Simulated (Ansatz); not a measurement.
A first, cheap relaxation of `N[SiH2][SiH](O)O`.

```yaml
crystal:
  periodic: [false, false, false]
  atoms:
    - {symbol: N, position_ang: [-1.228900, 1.045300, 1.180400]}
    - {symbol: Si, position_ang: [-0.153300, -0.197700, 1.252900]}
    - {symbol: Si, position_ang: [0.855800, -0.563900, -0.866800]}
    - {symbol: O, position_ang: [-0.147000, -1.111400, -1.958200]}
    - {symbol: O, position_ang: [1.471700, 0.864500, -1.466400]}
    - {symbol: H, position_ang: [-2.056200, 0.818800, 0.576200]}
    - {symbol: H, position_ang: [-1.648900, 1.235500, 2.098200]}
    - {symbol: H, position_ang: [0.879700, 0.213400, 2.275900]}
    - {symbol: H, position_ang: [-0.916300, -1.357500, 1.750800]}
    - {symbol: H, position_ang: [1.994100, -1.545700, -0.732700]}
    - {symbol: H, position_ang: [0.077700, -1.117300, -2.853400]}
    - {symbol: H, position_ang: [0.948600, 1.660900, -1.222900]}
basis:
  gaussian: {orbitals: def2-SVP}
hamiltonian: {xc: pbe, dispersion: d4}
relax: {f_tol: 0.03, max_steps: 200}
```

```sh
$ ansatz run in.yaml --threads 4 --pin off --events-out ev --progress --plain --max-ram 10444MiB
```

Output, abridged:

```
Functional definition: PBE
mean field -21431.44582916 eV, -787.5911074659 hartree, gradient 2.3e-5 eV, S^2 0.000000; 0 other end points of the search recorded, 0 dependent functions left out
relax step   1: F+E_penalty+E_count = -21431.70761074 eV  Δ(F+E_penalty+E_count) = +0.000e0 eV  max|allowed force component| = 3.407e0 eV/Å  Δτ_max = 0.0000 Å  (27 SCF iters, accepted)
mean field -21432.01492688 eV, -787.6120214213 hartree, gradient 1.6e-5 eV, S^2 0.000000; 0 other end points of the search recorded, 0 dependent functions left out
relax step   2: F+E_penalty+E_count = -21432.27869370 eV  Δ(F+E_penalty+E_count) = -5.711e-1 eV  max|allowed force component| = 1.548e0 eV/Å  Δτ_max = 0.1915 Å  (28 SCF iters, accepted)
mean field -21432.15683468 eV, -787.6172364370 hartree, gradient 1.4e-5 eV, S^2 0.000000; 0 other end points of the search recorded, 0 dependent functions left out
relax step   3: F+E_penalty+E_count = -21432.42254319 eV  Δ(F+E_penalty+E_count) = -1.438e-1 eV  max|allowed force component| = 6.722e-1 eV/Å  Δτ_max = 0.1949 Å  (28 SCF iters, accepted)
mean field -21432.14484385 eV, -787.6167957819 hartree, gradient 2.1e-5 eV, S^2 0.000000; 0 other end points of the search recorded, 0 dependent functions left out
relax step   4: F+E_penalty+E_count = -21432.41280408 eV  Δ(F+E_penalty+E_count) = +9.739e-3 eV  max|allowed force component| = 9.837e-1 eV/Å  Δτ_max = 0.1998 Å  (35 SCF iters, rejected (line search))
mean field -21432.21303924 eV, -787.6193019164 hartree, gradient 2.4e-5 eV, S^2 0.000000; 0 other end points of the search recorded, 0 dependent functions left out
relax step   5: F+E_penalty+E_count = -21432.47973717 eV  Δ(F+E_penalty+E_count) = -5.719e-2 eV  max|allowed force component| = 1.580e-1 eV/Å  Δτ_max = 0.0958 Å  (29 SCF iters, accepted)
mean field -21432.22456105 eV, -787.6197253350 hartree, gradient 2.2e-5 eV, S^2 0.000000; 0 other end points of the search recorded, 0 dependent functions left out
relax step   6: F+E_penalty+E_count = -21432.49403678 eV  Δ(F+E_penalty+E_count) = -1.430e-2 eV  max|allowed force component| = 8.343e-2 eV/Å  Δτ_max = 0.0974 Å  (28 SCF iters, accepted)
mean field -21432.23336773 eV, -787.6200489746 hartree, gradient 1.9e-5 eV, S^2 0.000000; 0 other end points of the search recorded, 0 dependent functions left out
relax step   7: F+E_penalty+E_count = -21432.50643626 eV  Δ(F+E_penalty+E_count) = -1.240e-2 eV  max|allowed force component| = 1.970e-1 eV/Å  Δτ_max = 0.1474 Å  (27 SCF iters, accepted)
mean field -21432.23827350 eV, -787.6202292583 hartree, gradient 2.2e-5 eV, S^2 0.000000; 0 other end points of the search recorded, 0 dependent functions left out
relax step   8: F+E_penalty+E_count = -21432.51407669 eV  Δ(F+E_penalty+E_count) = -7.640e-3 eV  max|allowed force component| = 2.178e-1 eV/Å  Δτ_max = 0.1311 Å  (28 SCF iters, accepted)
mean field -21432.24661736 eV, -787.6205358896 hartree, gradient 2.1e-5 eV, S^2 0.000000; 0 other end points of the search recorded, 0 dependent functions left out
relax step   9: F+E_penalty+E_count = -21432.52283687 eV  Δ(F+E_penalty+E_count) = -8.760e-3 eV  max|allowed force component| = 1.534e-1 eV/Å  Δτ_max = 0.0999 Å  (29 SCF iters, accepted)
mean field -21432.25444919 eV, -787.6208237038 hartree, gradient 7.0e-6 eV, S^2 0.000000; 0 other end points of the search recorded, 0 dependent functions left out
relax step  10: F+E_penalty+E_count = -21432.53037506 eV  Δ(F+E_penalty+E_count) = -7.538e-3 eV  max|allowed force component| = 1.500e-1 eV/Å  Δτ_max = 0.1244 Å  (29 SCF iters, accepted)
mean field -21432.25802892 eV, -787.6209552564 hartree, gradient 2.1e-5 eV, S^2 0.000000; 0 other end points of the search recorded, 0 dependent functions left out
relax step  11: F+E_penalty+E_count = -21432.53240602 eV  Δ(F+E_penalty+E_count) = -2.031e-3 eV  max|allowed force component| = 1.843e-1 eV/Å  Δτ_max = 0.0798 Å  (28 SCF iters, accepted)
mean field -21432.26138939 eV, -787.6210787515 hartree, gradient 2.0e-5 eV, S^2 0.000000; 0 other end points of the search recorded, 0 dependent functions left out
relax step  12: F+E_penalty+E_count = -21432.53587161 eV  Δ(F+E_penalty+E_count) = -3.466e-3 eV  max|allowed force component| = 8.548e-2 eV/Å  Δτ_max = 0.0360 Å  (29 SCF iters, accepted)
mean field -21432.26256237 eV, -787.6211218576 hartree, gradient 1.9e-5 eV, S^2 0.000000; 0 other end points of the search recorded, 0 dependent functions left out
relax step  13: F+E_penalty+E_count = -21432.53692021 eV  Δ(F+E_penalty+E_count) = -1.049e-3 eV  max|allowed force component| = 4.943e-2 eV/Å  Δτ_max = 0.0278 Å  (29 SCF iters, accepted)
mean field -21432.26336147 eV, -787.6211512243 hartree, gradient 2.0e-5 eV, S^2 0.000000; 0 other end points of the search recorded, 0 dependent functions left out
relax step  14: F+E_penalty+E_count = -21432.53743549 eV  Δ(F+E_penalty+E_count) = -5.153e-4 eV  max|allowed force component| = 3.434e-2 eV/Å  Δτ_max = 0.0266 Å  (28 SCF iters, accepted)
mean field -21432.26421116 eV, -787.6211824498 hartree, gradient 1.8e-5 eV, S^2 0.000000; 0 other end points of the search recorded, 0 dependent functions left out
relax step  15: F+E_penalty+E_count = -21432.53783490 eV  Δ(F+E_penalty+E_count) = -3.994e-4 eV  max|allowed force component| = 5.305e-2 eV/Å  Δτ_max = 0.0520 Å  (28 SCF iters, accepted)
mean field -21432.26422911 eV, -787.6211831093 hartree, gradient 2.6e-5 eV, S^2 0.000000; 0 other end points of the search recorded, 0 dependent functions left out
relax step  16: F+E_penalty+E_count = -21432.53791359 eV  Δ(F+E_penalty+E_count) = -7.869e-5 eV  max|allowed force component| = 2.685e-2 eV/Å  Δτ_max = 0.0046 Å  (22 SCF iters, accepted)
mean field -21432.26422911 eV, -787.6211831093 hartree, gradient 2.6e-5 eV, S^2 0.000000; 1 other end points of the search recorded, 0 dependent functions left out
Total energy: -21432.53795424 eV, -787.6312423222 hartree
Atom 0 at    -0.987155     1.139556     0.927459 Å, force    -0.011836     0.009050    -0.011757 eV/Å
Atom 1 at    -0.138588    -0.400272     1.246963 Å, force    -0.001407    -0.003830     0.000294 eV/Å
Atom 2 at     0.883154    -0.575967    -0.860572 Å, force    -0.008804     0.012393    -0.012222 eV/Å
Atom 3 at    -0.224900    -1.365506    -1.859563 Å, force     0.017918     0.004906    -0.017809 eV/Å
Atom 4 at     1.045824     1.067143    -1.181278 Å, force    -0.000006    -0.015357     0.001767 eV/Å
Atom 5 at    -1.840276     1.054803     0.361604 Å, force     0.006738     0.000499     0.005947 eV/Å
Atom 6 at    -1.199781     1.726435     1.741836 Å, force     0.003653    -0.007829    -0.000502 eV/Å
Atom 7 at     0.859577    -0.083110     2.329202 Å, force     0.003220     0.001691     0.003657 eV/Å
Atom 8 at    -1.009973    -1.533111     1.737996 Å, force    -0.000754    -0.001172     0.000640 eV/Å
Atom 9 at     2.246823    -1.190020    -1.016059 Å, force    -0.000706    -0.000885    -0.000654 eV/Å
Atom 10 at     0.046089    -1.433741    -2.793627 Å, force    -0.008204    -0.000439     0.026851 eV/Å
Atom 11 at     0.396207     1.538689    -0.599962 Å, force     0.000188     0.000973     0.003790 eV/Å
Dipole moment:    -0.332635     0.069946     0.107091 e Å
```

Hardware: 4 threads of an Arm Neoverse V1 on a shared host. Wall time 20 s, peak host memory 0.16 GiB.
